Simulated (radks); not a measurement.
Fractional charge and spin in the 5s shell of antimony: the spin-up occupation runs from 0 to 1 and the spin-down occupation from 0 to 1; the fullest corner is Sb+, [Kr] 4d10 5p(up 1, down 1) 5s(up 1, down 1). Calculated with a radial shooting solver on a logarithmic mesh with Libxc functionals: scalar-relativistic Kohn-Sham, SCAN, spin-polarised, spherical densities, finite nucleus; meta-GGA in the generalised Kohn-Sham scheme; Fermi nuclear charge, rms radius of each element as measured or else 0.836 A^(1/3) + 0.57 fm. Energy (eV) above the fullest corner. The planes named below are the two flat planes that join the four corners, with an edge along up + down = one added electron.

down \ up       0    0.25     0.5    0.75       1
0          61.267  51.426  42.172  33.452  25.375
0.25       51.426  42.319  33.682  25.684  18.223
0.5        42.172  33.682  25.772  18.392  11.600
0.75       33.452  25.684  18.392  11.682   5.514
1          25.375  18.223  11.600   5.514   0.000

Corners above the fullest one (they belong to Sb2+ and the next ion): (up 1, down 0) 25.375 eV, (up 0, down 1) 25.375 eV, (up 0, down 0) 61.267 eV. With half an added electron in each spin the energy lies 0.397 eV from the planes, and with half an added electron in spin up alone -1.149 eV. The planes are only a guide here: the flat-plane condition holds for ground states with one frontier orbital, while this shell lies below other occupied shells, so the corners above the fullest one are inner-hole states and not the ground states of those ions.
